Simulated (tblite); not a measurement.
Task: Write Cartesian coordinates for `O=CO/C([SiH3])=C\C(F)(F)F` as optimised with GFN2-xTB.

Result: 
```xyz
15
C4H5F3O2Si angstrom
O     -2.1397    1.5108   -0.5733
C     -1.0036    1.8901   -0.6428
O      0.0615    1.1744   -0.3694
C     -0.1364   -0.1336    0.0355
Si    -1.9176   -0.8224    0.1765
C      0.9559   -0.8432    0.3065
C      2.3380   -0.2805    0.1882
F      2.6300    0.1346   -1.0586
F      2.5411    0.7820    0.9895
F      3.2745   -1.1830    0.5141
H     -0.7108    2.9039   -0.9504
H     -1.6345   -2.1971    0.6249
H     -2.5242   -0.9117   -1.1437
H     -2.6289   -0.1498    1.2537
H      0.8903   -1.8667    0.6274
```

Any rigid rotation of these coordinates is as good. Atoms count from 1 in this order. Si5 and O1 aren't drawn bonded (4 bonds apart) but lie 2.46 Å from each other; Cordero's covalent radii sum to 1.77 Å. Of the pairs four or more bonds apart, those above aside, O1···H14 is among the closest relative to their van der Waals radii: 2.52 Å, 93 % of the sum of Bondi's values. Si5 (SiH3 silicon) is distorted tetrahedral (angles from 100.3° to 119.7°). The C–C distances run from 1.330 Å (C4=C6, drawn double) to 1.497 Å (C6–C7, drawn single), a spread of 0.167 Å.

Bonds between heavy atoms (Å): O1=C2 1.200, C2–O3 1.312, O3–C4 1.383, C4–Si5 1.915, C4=C6 1.330, C6–C7 1.497, C7–F8 1.346, C7–F9 1.346, C7–F10 1.341.

Computed geometry: GFN2-xTB, gas phase.

Point group: Cs (every atom within 0.08 Å of its image). Its GFN2-xTB frequencies are all real (lowest 30 cm⁻¹). One conformer, not necessarily the lowest (O1–C2–O3–C4 0°, C2–O3–C4–Si5 0°). 3 starts were optimised and ended at 0.00, 0.00 and 0.90 kcal/mol (GFN2-xTB); the lowest of these is shown.
